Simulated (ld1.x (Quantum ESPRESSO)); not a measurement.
**arsenic (As) ultrasoft: all-electron and pseudo phase curves**

arsenic (As), ultrasoft, made with ld1.x (Quantum ESPRESSO) 7.5 (PBEsol, fully relativistic). Core [Ar], reference 3d10 4s2 4p3. Waves: 4s (bound): rcut 1.15, rcutus 1.50 bohr; 4s channel at -0.3 Ry: rcut 1.15, rcutus 1.50 bohr; 4p (bound): rcut 1.25, rcutus 1.60 bohr; 4p channel at 1.3 Ry: rcut 1.25, rcutus 1.60 bohr; 3d (bound): rcut 0.90, rcutus 1.00 bohr; 3d channel at 1.1 Ry: rcut 0.90, rcutus 1.00 bohr. Local part: all-electron potential smoothed inside 1.45 bohr (lloc = -1). Core correction: Bessel-smoothed model core inside 0.70 bohr. Augmentation charge: PSQ, radius 0.95 bohr.

Open shells are filled in proportion to 2j + 1 (rel_dist='average').

The phase is arctan(r·u′/u) with u = r·R(r), unwrapped; energies in Ry, scanned from -5 to 5 Ry. A pole is an energy at which the radial function vanishes at the test radius. The pseudo phase is shifted by a multiple of π to meet the all-electron one at the reference energy, and phase errors are pseudo minus all-electron; the curves can meet again beyond the range given. Levels narrower than the energy grid can be missing from the lists of poles.

| channel | radius (bohr) | reference energy (Ry) | poles, all-electron | poles, pseudo | unbroken range about the reference energy with phases within 0.05 rad | phase error 1 Ry above the reference energy (rad) |
| --- | --- | --- | --- | --- | --- | --- |
| s | 1.75 | -1.07 | 3.43 | 2.72, 3.63 | below 2.7 | -0.000 |
| p1/2 | 1.75 | -0.40 | none | none | the whole range | -0.000 |
| p3/2 | 1.75 | -0.38 | none | none | the whole range | -0.000 |
| d3/2 | 1.75 | -3.02 | -2.86 | -2.86 | the whole range | +0.000 |
| d5/2 | 1.75 | -2.96 | -2.80 | -2.80 | the whole range | +0.000 |

Phases in the p1/2 channel:

```csv
E (Ry),all-electron,pseudo
-5.00,1.277,1.275
-4.74,1.267,1.265
-4.48,1.255,1.254
-4.22,1.242,1.241
-3.96,1.228,1.227
-3.70,1.212,1.211
-3.44,1.194,1.193
-3.18,1.174,1.173
-2.92,1.150,1.150
-2.66,1.123,1.122
-2.40,1.091,1.090
-2.14,1.052,1.052
-1.88,1.005,1.005
-1.62,0.948,0.947
-1.36,0.875,0.875
-1.10,0.781,0.781
-0.84,0.659,0.659
-0.58,0.498,0.498
-0.32,0.290,0.290
-0.06,0.034,0.034
0.20,-0.245,-0.245
0.46,-0.509,-0.509
0.72,-0.730,-0.730
0.98,-0.901,-0.901
1.24,-1.032,-1.032
1.50,-1.132,-1.132
1.76,-1.209,-1.209
2.02,-1.271,-1.271
2.28,-1.321,-1.321
2.54,-1.362,-1.362
2.80,-1.397,-1.397
3.06,-1.426,-1.427
3.32,-1.452,-1.453
3.58,-1.474,-1.476
3.84,-1.495,-1.496
4.10,-1.513,-1.515
4.36,-1.529,-1.532
4.62,-1.544,-1.548
4.88,-1.558,-1.564
```
